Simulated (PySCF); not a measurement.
Radial density of Nb⁺ (niobium, charge +1)

revPBE, [Kr] 4d3 5p1, one real determinant (an excited configuration). Calculation: PySCF 2.14, in aug-cc-pVTZ-DK; the spin-free X2C one-electron Hamiltonian (Gaussian nucleus).

| r (bohr) | 4πr²ρ (e/bohr) | 4πr²(ρα − ρβ) |
| --- | --- | --- |
| 0.0320 | 49.69 | 0.0006 |
| 0.0539 | 43.47 | 0.0051 |
| 0.0906 | 59.47 | 0.0283 |
| 0.152 | 53.98 | 0.1479 |
| 0.256 | 40.29 | 0.3441 |
| 0.431 | 42.82 | 0.1266 |
| 0.726 | 12.46 | 0.2508 |
| 1.22 | 9.704 | 1.6223 |
| 2.05 | 2.688 | 1.3669 |
| 3.45 | 0.5826 | 0.5628 |
| 5.81 | 0.1049 | 0.1049 |
| 9.77 | 0.001428 | 0.0014 |

Densities and radii are taken from the X2C orbitals without a picture-change correction, which distorts them close to the nucleus.

⟨L²⟩ = 14.01 against 20 for a pure G term, so this real determinant mixes terms.
